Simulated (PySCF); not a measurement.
# Two-component Hartree-Fock for Zn(12+) (zinc, charge +12)

Start: [Ar]. Calculated with PySCF 2.14 in an uncontracted even-tempered set (20 s from 0.88 bohr⁻², ratio 2.4; 14 p from 1.1 bohr⁻², ratio 2.4; 5 d from 7 bohr⁻², ratio 2.6; 4 f from 11 bohr⁻², ratio 2.6): generalised Hartree-Fock with the X2C-1e Hamiltonian and a Gaussian nucleus; one run each with spin-orbit coupling (SO) switched off, then screened by Boettger's factors.

| spinor shell | electrons | ε, spin-free (eV) | ε, screened SO (eV) | weight of nominal j (screened SO) | rms radius, screened SO (bohr) |
| --- | --- | --- | --- | --- | --- |
| 1s1/2 | 2 | -10100.4 | -10100.2 | 1.000 | 0.0580 |
| 2s1/2 | 2 | -1610.2 | -1610.1 | 1.000 | 0.243 |
| 2p1/2 | 2 | -1441.2 | -1457.7 | 1.000 | 0.215 |
| 3s1/2 | 2 | -476.99 | -476.98 | 1.000 | 0.647 |
| 3p1/2 | 2 | -418.96 | -421.97 | 1.000 | 0.648 |
| 3p3/2 | 4 | -418.96 | -417.50 | 1.000 | 0.655 |

Where does 2p3/2 lie, and what is the 2p spin-orbit splitting (screened SO)?

At -1433.2 eV, 24.506 eV above 2p1/2.

```json
{"quantity": "E (hartree)", "spin-free": "-1734.16121", "screened SO": "-1734.21566"}
{"quantity": "M_J", "spin-free": "0", "screened SO": "0"}
{"quantity": "⟨J²⟩", "spin-free": "0.000", "screened SO": "0.000"}
{"quantity": "⟨L²⟩", "spin-free": "0.000", "screened SO": "0.001"}
{"quantity": "⟨S²⟩", "spin-free": "0.000", "screened SO": "0.001"}
```

Without spin-orbit coupling the j labels of p, d and f shells carry no meaning; the spin-free column gives the mean over the occupied spinors of each nl shell.
